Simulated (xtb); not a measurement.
xtb job for C6H15BO3, SMILES CCOB(OCC)OCC (connectivity only; charge and spin as stated), charge +1, multiplicity 2, GFN2-xTB. 

```
$ xtb mol.xyz --gfn 2 --sp --chrg 1 --uhf 1 --json
$ cat mol.xyz
25

B     -0.00712427    -0.22087818    -0.00967785
O     -1.27532282    -0.17671710     0.48150095
C     -2.44295588    -0.17772545    -0.29598137
C     -3.56190364     0.56210622     0.40025023
H     -2.23049852     0.23596674    -1.29299175
H     -2.73982292    -1.22764633    -0.46342752
H     -3.28742912     1.60544287     0.55373142
H     -4.46737071     0.50969929    -0.19628955
H     -3.75955324     0.13422147     1.38256438
O      0.20559805    -0.15798855    -1.35209415
C      1.45961928    -0.24217358    -1.97523607
C      1.48109851     0.54303293    -3.26648394
H      2.24735090     0.08294398    -1.27949097
H      1.66429220    -1.30645053    -2.18488436
H      1.30489447     1.60020857    -3.06930631
H      2.44175372     0.42149704    -3.75733887
H      0.69365815     0.20643243    -3.94006819
O      1.05110680    -0.26238481     0.84547979
C      0.95541056    -0.37274228     2.24046662
C      2.12789393     0.29432291     2.92256254
H     -0.00849691     0.03204043     2.58392679
H      0.93814460    -1.44654865     2.49701485
H      2.14591603     1.35885679     2.68921683
H      2.05537929     0.16016739     3.99743652
H      3.07137096    -0.12664176     2.57573559
```

Output:

```
[banner left out]
          |                Calculation Setup                |
           -------------------------------------------------



           -------------------------------------------------
          |                 G F N 2 - x T B                 |
           -------------------------------------------------

        Reference                      10.1021/acs.jctc.8b01176
      * Hamiltonian:
        H0-scaling (s, p, d)           1.850000    2.230000    2.230000
        zeta-weighting                 0.500000
      * Dispersion:
        s8                             2.700000
        a1                             0.520000
        a2                             5.000000
        s9                             5.000000
      * Repulsion:
        kExp                           1.500000    1.000000
        rExp                           1.000000
      * Coulomb:
        alpha                          2.000000
        third order                    shell-resolved
        anisotropic                    true
        a3                             3.000000
        a5                             4.000000
        cn-shift                       1.200000
        cn-exp                         4.000000
        max-rad                        5.000000


          ...................................................
          :                      SETUP                      :
          :.................................................:
          :  # basis functions                  55          :
          :  # atomic orbitals                  55          :
          :  # shells                           35          :
          :  # electrons                        59          :
          :  max. iterations                   250          :
          :  Hamiltonian                  GFN2-xTB          :
          :  restarted?                      false          :
          :  GBSA solvation                  false          :
[...]
   6    -33.9082423  0.282215E-02  0.516E-01    7.50       1.0  T
   7    -33.9144716 -0.622925E-02  0.370E-01    7.56       1.0  T
   8    -33.9190908 -0.461918E-02  0.187E-01    7.52       1.0  T
   9    -33.9199170 -0.826226E-03  0.101E-01    7.53       1.0  T
  10    -33.9202928 -0.375830E-03  0.332E-02    7.53       1.0  T
  11    -33.9203344 -0.416386E-04  0.155E-02    7.53       1.3  T
  12    -33.9203434 -0.897564E-05  0.686E-03    7.53       2.9  T
  13    -33.9203454 -0.196360E-05  0.212E-03    7.53       9.4  T
  14    -33.9203456 -0.179107E-06  0.784E-04    7.53      25.5  T
  15    -33.9203456 -0.168546E-07  0.477E-04    7.53      41.9  T

   *** convergence criteria satisfied after 15 iterations ***

         #    Occupation            Energy/Eh            Energy/eV
      -------------------------------------------------------------
         1        2.0000           -0.8659202             -23.5629
       ...           ...                  ...                  ...
        24        2.0000           -0.6025695             -16.3968
        25        2.0000           -0.6016448             -16.3716
        26        2.0000           -0.5893682             -16.0375
        27        2.0000           -0.5893537             -16.0371
        28        2.0000           -0.5813302             -15.8188
        29        1.5015           -0.5664786             -15.4147
        30        1.4985           -0.5664675             -15.4144 (HOMO)
        31                         -0.2897187              -7.8836 (LUMO)
        32                         -0.1337851              -3.6405
        33                         -0.1038047              -2.8247
        34                         -0.1036366              -2.8201
        35                         -0.0204629              -0.5568
       ...                                ...                  ...
        55                          0.3869272              10.5288
      -------------------------------------------------------------
                  HL-Gap            0.2767488 Eh            7.5307 eV
             Fermi-level           -0.4972831 Eh          -13.5318 eV

 SCC (total)                   0 d,  0 h,  0 min,  0.015 sec
 SCC setup                      ...        0 min,  0.000 sec (  0.772%)
 Dispersion                     ...        0 min,  0.000 sec (  1.100%)
 classical contributions        ...        0 min,  0.000 sec (  0.283%)
 integral evaluation            ...        0 min,  0.002 sec ( 12.618%)
 iterations                     ...        0 min,  0.008 sec ( 55.673%)
 molecular gradient             ...        0 min,  0.004 sec ( 28.569%)
 printout                       ...        0 min,  0.000 sec (  0.881%)

         :::::::::::::::::::::::::::::::::::::::::::::::::::::
         ::                     SUMMARY                     ::
         :::::::::::::::::::::::::::::::::::::::::::::::::::::
         :: total energy             -33.565934914778 Eh    ::
         :: gradient norm              0.000414460659 Eh/a0 ::
         :: HOMO-LUMO gap              7.530718912460 eV    ::
         ::.................................................::
         :: SCC energy               -33.920288070208 Eh    ::
         :: -> isotropic ES            0.143983574762 Eh    ::
         :: -> anisotropic ES         -0.009886221354 Eh    ::
         :: -> anisotropic XC          0.010672382113 Eh    ::
         :: -> dispersion             -0.012747146403 Eh    ::
         :: repulsion energy           0.354353155430 Eh    ::
         :: add. restraining           0.000000000000 Eh    ::
         :: total charge               1.000000000000 e     ::
         :::::::::::::::::::::::::::::::::::::::::::::::::::::

           -------------------------------------------------
          |                Property Printout                |
           -------------------------------------------------

    * Orbital Energies and Occupations

         #    Occupation            Energy/Eh            Energy/eV
      -------------------------------------------------------------
         1        2.0000           -0.8659202             -23.5629
       ...           ...                  ...                  ...
        18        2.0000           -0.6623383             -18.0231
        19        2.0000           -0.6353262             -17.2881
        20        2.0000           -0.6154829             -16.7481
        21        2.0000           -0.6140890             -16.7102
        22        2.0000           -0.6140191             -16.7083
        23        2.0000           -0.6026051             -16.3977
        24        2.0000           -0.6025695             -16.3968
        25        2.0000           -0.6016448             -16.3716
        26        2.0000           -0.5893682             -16.0375
        27        2.0000           -0.5893537             -16.0371
        28        2.0000           -0.5813302             -15.8188
        29        1.5015           -0.5664786             -15.4147
        30        1.4985           -0.5664675             -15.4144 (HOMO)
        31                         -0.2897187              -7.8836 (LUMO)
        32                         -0.1337851              -3.6405
        33                         -0.1038047              -2.8247
        34                         -0.1036366              -2.8201
        35                         -0.0204629              -0.5568
        36                         -0.0201778              -0.5491
        37                         -0.0195698              -0.5325
        38                         -0.0038584              -0.1050
        39                         -0.0035212              -0.0958
        40                         -0.0013603              -0.0370
        41                          0.0211055               0.5743
       ...                                ...                  ...
        55                          0.3869272              10.5288
      -------------------------------------------------------------
                  HL-Gap            0.2767488 Eh            7.5307 eV
             Fermi-level           -0.4972831 Eh          -13.5318 eV

     #   Z          covCN         q      C6AA      α(0)
     1   5 B        2.397     0.535    18.255     7.896
     2   8 O        1.639    -0.302    19.060     5.893
     3   6 C        3.684     0.078    19.476     6.319
     4   6 C        3.751    -0.130    23.058     6.848
     5   1 H        0.923     0.100     1.790     2.092
     6   1 H        0.923     0.115     1.653     2.010
     7   1 H        0.925     0.101     1.775     2.084
     8   1 H        0.925     0.089     1.886     2.148
     9   1 H        0.925     0.104     1.749     2.068
    10   8 O        1.639    -0.302    19.055     5.892
    11   6 C        3.684     0.078    19.477     6.319
    12   6 C        3.751    -0.130    23.058     6.848
    13   1 H        0.923     0.099     1.790     2.092
    14   1 H        0.923     0.116     1.650     2.009
    15   1 H        0.925     0.101     1.774     2.083
    16   1 H        0.925     0.089     1.886     2.148
    17   1 H        0.925     0.104     1.749     2.068
    18   8 O        1.639    -0.302    19.057     5.893
    19   6 C        3.684     0.078    19.476     6.319
    20   6 C        3.751    -0.130    23.058     6.848
    21   1 H        0.923     0.100     1.787     2.091
    22   1 H        0.923     0.115     1.652     2.010
    23   1 H        0.925     0.101     1.775     2.083
    24   1 H        0.925     0.089     1.886     2.148
    25   1 H        0.925     0.104     1.748     2.067

 Mol. C6AA /au·bohr⁶  :       4191.112023
 Mol. C8AA /au·bohr⁸  :      91658.739129
 Mol. α(0) /au        :         96.275289


Wiberg/Mayer (AO) data.
largest (>0.10) Wiberg bond orders for each atom

 ---------------------------------------------------------------------------
     #   Z sym  total        # sym  WBO       # sym  WBO       # sym  WBO
 ---------------------------------------------------------------------------
     1   5 B    3.387 --    10 O    1.104     2 O    1.103    18 O    1.102
     2   8 O    2.253 --     1 B    1.103     3 C    0.985
     3   6 C    3.862 --     4 C    1.028     2 O    0.985     5 H    0.914
                             6 H    0.888
     4   6 C    3.934 --     3 C    1.028     8 H    0.977     9 H    0.945
                             7 H    0.941
     5   1 H    0.952 --     3 C    0.914
     6   1 H    0.927 --     3 C    0.888
     7   1 H    0.961 --     4 C    0.941
     8   1 H    0.991 --     4 C    0.977
     9   1 H    0.966 --     4 C    0.945
    10   8 O    2.253 --     1 B    1.104    11 C    0.985
Note: The following floating-point exceptions are signalling: IEEE_UNDERFLOW_FLAG IEEE_DENORMAL
normal termination of xtb
    11   6 C    3.862 --    12 C    1.028    10 O    0.985    13 H    0.915
                            14 H    0.888
    12   6 C    3.934 --    11 C    1.028    16 H    0.977    17 H    0.946
                            15 H    0.941
    13   1 H    0.952 --    11 C    0.915
    14   1 H    0.927 --    11 C    0.888
    15   1 H    0.961 --    12 C    0.941
    16   1 H    0.991 --    12 C    0.977
    17   1 H    0.966 --    12 C    0.946
    18   8 O    2.252 --     1 B    1.102    19 C    0.986
    19   6 C    3.862 --    20 C    1.028    18 O    0.986    21 H    0.914
                            22 H    0.888
    20   6 C    3.934 --    19 C    1.028    24 H    0.977    25 H    0.945
                            23 H    0.941
    21   1 H    0.952 --    19 C    0.914
    22   1 H    0.927 --    19 C    0.888
    23   1 H    0.961 --    20 C    0.941
    24   1 H    0.991 --    20 C    0.977
    25   1 H    0.966 --    20 C    0.945
 ---------------------------------------------------------------------------

Topologies differ in total number of bonds
Writing topology from bond orders to xtbtopo.mol

molecular dipole:
                 x           y           z       tot (Debye)
 q only:       -0.000      -0.046       0.000
   full:       -0.006      -0.197      -0.006       0.501
molecular quadrupole (traceless):
                xx          xy          yy          xz          yz          zz
 q only:        9.392      -0.872     -18.772      -0.071      -1.010       9.381
  q+dip:        7.149      -0.662     -14.303      -0.054      -0.768       7.154
   full:        7.361      -0.683     -14.723      -0.057      -0.790       7.361


           -------------------------------------------------
          | TOTAL ENERGY              -33.565934914778 Eh   |
          | GRADIENT NORM               0.000414460659 Eh/α |
          | HOMO-LUMO GAP               7.530718912460 eV   |
           -------------------------------------------------

------------------------------------------------------------------------
------------------------------------------------------------------------
 total:
 SCF:
```

Self-consistency was reached.

Cost: around 0.04 core-seconds (rough).
